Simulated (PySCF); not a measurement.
# SeF₄: from structure and modes to constants

All numbers come from PBE0 in PySCF with Se def2-TZVP, F def2-TZVP; no relativity; density-fitted integrals.

The singlet minimum has C2v symmetry. Masses (u): Se 79.91652, F 18.99840.

```xyz
5
charge 0 multiplicity 1, angstrom
Se    0.0000    0.0000   -0.3061
F     0.0000    1.7655   -0.1293
F     0.0000   -1.7655   -0.1293
F     1.3000    0.0000    0.7749
F    -1.3000    0.0000    0.7749
```

Harmonic wavenumbers (cm⁻¹): 167.1 (a1, ×1), 243.4 (b2, ×1), 365.6 (a1, ×1), 369.3 (a2, ×1), 405.5 (b1, ×1), 579.1 (a1, ×1), 635.4 (b1, ×1), 735.2 (b2, ×1), 756.3 (a1, ×1).

Question: Find the principal moments of inertia and the rotational constants. What kind of rotor is it?

Answer: About the centre of mass I = 95.159, 149.38, 182.65 u Å². With B = 16.8576/I this gives 0.1772, 0.1129, 0.09229 cm⁻¹. The molecule is an asymmetric top with κ = -0.52.

Question: Find the vibrational entropy and heat capacity at 298.15 K.

Answer: With u = 1.43878 ω/T, each mode gives S = R[u/(eᵘ−1) − ln(1−e⁻ᵘ)] and C = R u² eᵘ/(eᵘ−1)².
| ω (cm⁻¹) | u | S (J/(mol K)) | C (J/(mol K)) |
| --- | --- | --- | --- |
| 167.1 | 0.806 | 10.32 | 7.88 |
| 243.4 | 1.174 | 7.44 | 7.42 |
| 365.6 | 1.764 | 4.60 | 6.46 |
| 369.3 | 1.782 | 4.53 | 6.42 |
| 405.5 | 1.957 | 3.94 | 6.10 |
| 579.1 | 2.795 | 2.04 | 4.50 |
| 635.4 | 3.066 | 1.64 | 4.01 |
| 735.2 | 3.548 | 1.12 | 3.19 |
| 756.3 | 3.650 | 1.03 | 3.03 |
The sums over all modes are S = 36.7 and C = 49.0 J/(mol K); the softest mode gives 28 % of the entropy.

Question: Give the standard entropy (298.15 K, 1 bar) by its translational, rotational, vibrational and spin parts, and Cp.

Answer: Sackur–Tetrode with M = 155.91 u gives 171.8; rotation with symmetry number 2 gives 104.2; vibration 36.7; spin R ln 1 = 0.0. The total is 312.6 J/(mol K), and Cp = 4 R + 49.0 = 82.3 J/(mol K).
